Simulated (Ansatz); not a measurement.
Program: Ansatz. Geometries: PBE0-D4/def2-TZVP. ΔE: electronic, gas phase. CCSD(T)/CBS adds triple-zeta CCSD(T) − MP2 to the extrapolated MP2 energy (def2 sets, frozen cores). DFT in def2-TZVPP. Each species was taken in one conformer, which may not be the lowest.

Reaction (substitution at a C–O bond): `CO[SiH2]S[SiH2]F` + `O[SiH](O)O` → `CO[SiH](O)O` + `O[SiH2]S[SiH2]F`

Question: Is it downhill or uphill in electronic energy at CCSD(T)/CBS, and by how much? (Best estimate.)

Answer: Computed: Nearly level: ΔE = -2.4 kJ/mol.

Question: What do these levels give: r2SCAN-D4, ωB97X-V, ωB97M-V, r2SCAN, SCS-MP2/def2-TZVPP, SCS-MP2/def2-QZVPP? (An estimate is asked.)

Answer: Computed: r2SCAN-D4 -2.9, ωB97X-V -1.9, ωB97M-V -2.1, r2SCAN -3.8, SCS-MP2/def2-TZVPP -2.4, SCS-MP2/def2-QZVPP -2.9 kJ/mol.

Largest T1 diagnostic among the species: 0.012.

In def2-TZVPP, CCSD(T) changes the Hartree–Fock value by +3.3 kJ/mol (the triples alone add +0.5 kJ/mol) and MP2 by +3.6 kJ/mol. The D4 term adds +5.1 kJ/mol with B3LYP and +2.9 kJ/mol with PBE0; it sums over pairs of atoms, weighted by their polarisabilities, and B3LYP, whose exchange is more repulsive, gets the larger term.

B3LYP here is the variant with VWN-RPA as its local correlation; programs differ in this.
